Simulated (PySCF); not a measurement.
# TcO₂⁺, triplet: structure and spectrum

These are results of UPBE/[Tc def2-TZVP with ECP28, O def2-TZVP], scalar-relativistic core potentials, density fitting, no spin–orbit coupling, PySCF, not measurements.

The structure is a minimum.

```json
{
  "Point group": "C2v",
  "Bond lengths": "Tc–O 1.660 Å (×2)",
  "Bond angles": "O–Tc–O 115.8°",
  "Principal polarisabilities": "22.4, 24.3, 42.7 bohr³",
  "Rotational constants": "0.8953, 0.2664, 0.2053 cm⁻¹",
  "Principal quadrupole moments (Buckingham, traceless) about the centre of mass": "-2.76, 0.14, 2.62 D Å",
  "Spin squared ⟨S²⟩": "2.006",
  "Entropy at 298.15 K and 1 bar (electronic part: spin only)": "275.7 J/(mol K)",
  "Enthalpy at 298.15 K above 0 K": "11.17 kJ/mol",
  "Lowest empty level (β)": "-12.07 eV",
  "Zero-point energy": "13.9 kJ/mol",
  "Rotational symmetry number": "2",
  "Dipole moment about the centre of mass": "3.61 D",
  "Heat capacity Cp at 298.15 K": "43.3 J/(mol K)",
  "Highest occupied level (α)": "-13.48 eV"
}
```

Harmonic modes (masses in u: Tc 98.907, O 15.995):
```json
{"symmetry": "a1", "ω (cm⁻¹)": "311", "IR (km/mol)": "1.4"}
{"symmetry": "b2", "ω (cm⁻¹)": "980", "IR (km/mol)": "111"}
{"symmetry": "a1", "ω (cm⁻¹)": "1034", "IR (km/mol)": "5.8"}
```

In C2v the vibrations span 2a1 + b2. Here b1 is antisymmetric to the molecular plane and b2 lies in it.

Charges (e):
```csv
atom,Mulliken,Löwdin,polar tensor,spin (Mulliken),Mayer order to Tc1
Tc1,1.55,1.09,1.72,1.73,–
"O2,3",-0.27,-0.04,-0.36,0.13,2.09
```
Other Mayer orders above 0.3: O–O 0.37.

Mulliken populations on Tc1 (electrons outside its core potential): s 2.22, p 6.12, d 5.08, f 0.04.

Outer orbital energies (eV). α occupied: -18.57, -18.39, -18.04, -17.15, -17.00, -15.21, -13.67, -13.48; empty: -12.00, -11.64, -9.44, -7.61. β occupied: -18.26, -18.00, -17.49, -16.43, -16.40, -15.18; empty: -12.07, -12.04, -11.23, -10.94.

Formally Tc is in oxidation state +5, d2, with 2 unpaired electrons (the high-spin count). The Mulliken spin on Tc is 1.73. The polar-tensor charge on Tc, 1.72, is far below the formal one.

Other isomers or separated fragments may lie lower. With open d or f shells other occupations or spin states may lie lower.

The final relaxation and frequency run took 23 s on 4 threads of a shared Arm Neoverse V1 host, with 102 basis functions and 10 gradients; the process peaked at 0.83 GiB. Launch command: `OMP_NUM_THREADS=4 python axn.py task.json out`.
